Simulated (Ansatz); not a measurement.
Reactions of F$_{3}$GeHSe, SMILES `[F][Ge]([F])([F])[SeH]`.

Calculated with Ansatz (gas phase, PBE0-D4/def2-TZVP geometries, no zero-point term in ΔE). CCSD(T)/CBS adds triple-zeta CCSD(T) − MP2 to the extrapolated MP2 energy (def2 sets, frozen cores). This one scheme is used for every species. No spin–orbit coupling; open shells (•) take unrestricted orbitals. For Ge, Se outer-core shells are correlated without core-valence functions, which leaves a few kJ/mol of doubt a bond. Scalar relativity is left out up to krypton. One conformer a species, not always the lowest.

Problem. Order these by ΔE at CCSD(T)/CBS, lowest first. (An estimate is asked.)
A. `[F][Ge]([F])([F])[SeH]` + `CC(C)=N` → `CC(=N)C[SeH]` + `[F][GeH]([F])[F]`
B. `[F][Ge]([F])([F])[SeH]` → `[F][Ge]([F])[F]`• + `[SeH]`•
C. `[F][Ge]([F])([F])[SeH]` + `N=C=O` → `O=C=[N][Ge]([F])([F])[F]` + H₂Se
D. `[F][Ge]([F])([F])[SeH]` + H₂ → `[F][GeH]([F])[F]` + H₂Se
E. `[F][Ge]([F])([F])[SeH]` + HCl → `[F][Ge]([F])([F])[Cl]` + H₂Se

Solution. E (-0.4 kJ/mol), C (+18.5 kJ/mol), D (+34.6 kJ/mol), A (+99.3 kJ/mol), B (+336.1 kJ/mol).

Largest T1 diagnostic: 0.018, for `N=C=O`.
